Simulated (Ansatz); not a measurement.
Compare A (`CS[SiH](O)F`) with its isomer B (`OC(S)[SiH2]F`).

Computed with Ansatz on PBE0-D4/def2-TZVP structures; ΔE is electronic, products minus reactants. CCSD(T)/CBS adds triple-zeta CCSD(T) − MP2 to the extrapolated MP2 energy (def2 sets, frozen cores). DFT in def2-TZVPP. B3LYP here is the variant with VWN-RPA as its local correlation; programs differ in this. Each species was taken in one conformer, which may not be the lowest.

A:

```xyz
10

C     0.362   -1.583    0.825
S    -1.057   -0.662    0.155
Si   -0.102    1.156   -0.333
O    -1.092    2.039   -1.273
F     1.267    0.807   -1.079
H    -0.010   -2.572    1.090
H     0.752   -1.103    1.722
H     1.148   -1.681    0.079
H     0.265    1.994    0.821
H    -1.532    1.605   -2.006
```

B:

Z-matrix (Å, degrees):
```
C
S 1 1.817
Si 1 1.885 2 109.6
O 1 1.403 2 114.5 3 123.6
H 1 1.101 2 102.5 3 -114.8
H 2 1.344 1 97.0 3 -52.3
F 3 1.601 1 108.5 2 50.3
H 3 1.481 1 108.9 2 -67.7
H 3 1.481 1 111.3 2 168.5
H 4 0.964 1 108.5 2 46.4
```

Problem. Which is lower in electronic energy at CCSD(T)/CBS, and by how much? (An estimate is asked.)

Solution. Ansatz gave: A, by 268.9 kJ/mol.

Problem. Give E(B) − E(A) in kJ/mol with B3LYP, CCSD(T)/def2-TZVPP, r2SCAN-D4, CCSD/def2-TZVPP, PBE-D4, MP2/def2-TZVPP, B3LYP-D4. (An estimate is asked.)

Solution. Ansatz gave: B3LYP 262.7, CCSD(T)/def2-TZVPP 264.2, r2SCAN-D4 268.6, CCSD/def2-TZVPP 266.1, PBE-D4 252.8, MP2/def2-TZVPP 274.5, B3LYP-D4 262.1. None reverses the order clearly.

Largest T1 diagnostic: 0.012.

From PBE to PBE0 (25 % exact exchange), in def2-TZVPP and without D4, E(B) − E(A) moves by +8.6 kJ/mol.
